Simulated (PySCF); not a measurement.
4-fluorobenzonitrile, C7H4FN.
InChI=1S/C7H4FN/c8-7-3-1-6(5-9)2-4-7/h1-4H

Computed with PySCF, PBE0-D3(BJ)/def2-SVP geometry optimisation, gas phase.

Masses are those of the commonest isotopes; rigid-rotor values at the optimised geometry. 

(1) What are A, B and C (MHz)?

(2) What kind of rotor is it?

(3) Is it planar, by Δ = Ic − Ia − Ib?

(4) Give the coordinates in the principal-axis frame, origin at the centre of mass.

(5) List the rotational levels J(Ka,Kc) to J = 3 (cm⁻¹).

(6) Predict some low-J microwave lines.

(7) Estimate the classical rotational partition function at 100 K, 200 K and 500 K.

Results:

(1) Ia = 89.52, Ib = 520.31, Ic = 609.83 u·Å²; 505379 MHz·u·Å²/I gives A = 5646, B = 971.3, C = 828.7 MHz.

(2) A near-prolate asymmetric top; Ray's κ = -0.941.

(3) Planar: Δ = Ic − Ia − Ib = 0.00 u·Å². For a rigid frame Δ = −2 Σ m c², so it vanishes when all atoms lie in the ab plane; here none is more than 0.01 Å from it.

(4) The sense of each axis is arbitrary; atoms in the order of the calculation.
| atom | mass (u) | a (Å) | b (Å) | c (Å) |
| --- | --- | --- | --- | --- |
| N1 | 14.003 | 3.669 | 0.002 | 0.001 |
| C2 | 12.000 | 2.509 | 0.000 | 0.000 |
| C3 | 12.000 | 1.078 | -0.002 | -0.001 |
| C4 | 12.000 | 0.372 | -1.215 | -0.001 |
| C5 | 12.000 | -1.016 | -1.217 | 0.000 |
| C6 | 12.000 | -1.692 | 0.000 | 0.000 |
| F7 | 18.998 | -3.018 | 0.002 | 0.000 |
| C8 | 12.000 | -1.015 | 1.216 | 0.000 |
| C9 | 12.000 | 0.373 | 1.213 | -0.001 |
| H10 | 1.008 | 0.921 | -2.158 | -0.001 |
| H11 | 1.008 | -1.588 | -2.146 | -0.001 |
| H12 | 1.008 | -1.585 | 2.146 | 0.000 |
| H13 | 1.008 | 0.923 | 2.155 | -0.001 |

(5) Above 0(0,0):
J = 1: 1(0,1) 0.0600, 1(1,1) 0.2160, 1(1,0) 0.2207
J = 2: 2(0,2) 0.1800, 2(1,2) 0.3313, 2(1,1) 0.3456, 2(2,1) 0.8133, 2(2,0) 0.8134
J = 3: 3(0,3) 0.3597, 3(1,3) 0.5042, 3(1,2) 0.5327, 3(2,2) 0.9934, 3(2,1) 0.9940, 3(3,1) 1.7850, 3(3,0) 1.7850
Those of J = 1 are B + C, A + C and A + B.

(6) The dipole components are |μa| = 3.20 D, |μb| = 0.00 D, |μc| = 0.00 D; the symmetry axis of this C2v structure is a, so μb and μc vanish by symmetry and there are no b-type or c-type lines. Some lines, for components of 0.1 D or more:

| type | branch | J(Ka,Kc) | MHz | lower level (cm⁻¹) |
| --- | --- | --- | --- | --- |
| a | Q | 2(1,1) ← 2(1,2) | 428 | 0.331 |
| a | Q | 3(1,2) ← 3(1,3) | 855 | 0.504 |
| a | Q | 4(1,3) ← 4(1,4) | 1425 | 0.735 |
| a | Q | 5(1,4) ← 5(1,5) | 2137 | 1.023 |
| a | R | 2(0,2) ← 1(0,1) | 3597 | 0.060 |
| a | R | 2(1,1) ← 1(1,0) | 3743 | 0.221 |
| a | R | 3(1,2) ← 2(1,1) | 5612 | 0.346 |
| a | R | 4(0,4) ← 3(0,3) | 7168 | 0.360 |
| a | R | 5(0,5) ← 4(0,4) | 8936 | 0.599 |
| a | R | 5(4,1) ← 4(4,0) | 9007 | 3.133 |
| a | R | 5(3,3) ← 4(3,2) | 9011 | 2.025 |
| a | R | 5(1,4) ← 4(1,3) | 9342 | 0.782 |

(7) Point group C2v, symmetry number σ = 2; q = (√π/σ)·√((kT/h)³/(ABC)), k/h = 20836.6 MHz/K: 39500 at 100 K, 112000 at 200 K, 442000 at 500 K.

Whether it is a minimum is left open (no frequencies). Constants of a rigid frame at the computed geometry: no zero-point averaging, no centrifugal distortion. Quadrupole hyperfine structure (14N) is left out.

Time: 39 s; peak memory 0.72 GiB. Hardware: one thread of an Arm Neoverse V2, shared host with 96 logical CPUs at a one-minute load of 43. That covers the optimisation of the geometry.
